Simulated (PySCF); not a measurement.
Compound: CH6OSSi.
Atom-mapped SMILES: `[CH3:1][S:2][SiH2:3][OH:4]` (hydrogens: H5, H6, H7 on C1; H8, H9 on Si3; H10 on O4)

Torsions of this conformer, `[CH3:1][S:2][SiH2:3][OH:4]`: C1–S2–Si3–O4 -145°, H–O4–Si3–S2 50°.

The closed-shell ground state was solved at several levels (PySCF, density fitting, gas phase, non-relativistic). Geometry: PBE0-D3(BJ)/def2-SVP, one conformer, isolated molecule.

```
          level  basis functions  total energy (Eh)  HOMO (eV)  LUMO (eV)  gap (eV)  dipole (D)
B3LYP/def2-SVPD              142          -804.4372      -6.83      -0.53      6.30        2.11
   KT3/pcSseg-2              242          -811.5465      -5.95      -1.23      4.72        2.05
```

Problem. What might PBE0/pcSseg-1 (112 basis functions) give for the same quantities?

Solution. Total energy -804.2505 Eh, HOMO -7.06 eV, LUMO 0.03 eV, gap 7.09 eV, dipole 2.19 D.

Problem. Over all these levels, which gives the widest orbital gap and which the narrowest?

Solution. PBE0/pcSseg-1 (global hybrid, 25 % exact exchange) has the widest, 7.09 eV, and KT3/pcSseg-2 (GGA) the narrowest, 4.72 eV. Functional and basis both differ between the two, so the spread mixes both effects.

Problem. How far do the dipole and the HOMO energy spread over the levels?

Solution. The dipole runs from 2.05 to 2.19 D (mean 2.12 D) and the HOMO from -7.06 to -5.95 eV.
